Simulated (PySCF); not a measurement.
The same groups moved round the core (norbornane mercapto+boryl). Gas-phase values, no solvent. One relaxed conformer stands for each flexible species; it need not be the lowest. Strings in code marks are SMILES.

Calculation: PySCF 2.14.0 with PBE-D3(BJ)/def2-TZVP // PBE0-D3(BJ)/def2-SVP. All candidates: neutral, multiplicity 1. Delta-SCF ions had no search for a lower state. 

The vertical ionisation energy (Delta-SCF) is 8.46 eV, the HOMO–LUMO gap is 2.99 eV and the LUMO is -2.48 eV.

Task: Which member has these values?
A) `B[C@@H]1C[C@H]2CC[C@]1(S)C2`
B) `B[C@@H]1C[C@@H]2C[C@H]1[C@H](S)C2`
C) `B[C@@H]1[C@@H]2CC[C@H]1[C@H](S)C2`
D) `B[C@]12CC[C@H](CC1)[C@@H]2S`

Result: C, `B[C@@H]1[C@@H]2CC[C@H]1[C@H](S)C2`. The others give `B[C@]12CC[C@H](CC1)[C@@H]2S`: 8.57 eV, 3.19 eV, -2.33 eV; `B[C@@H]1C[C@H]2CC[C@]1(S)C2`: 8.31 eV, 3.14 eV, -2.28 eV; `B[C@@H]1C[C@@H]2C[C@H]1[C@H](S)C2`: 8.48 eV, 3.33 eV, -2.21 eV
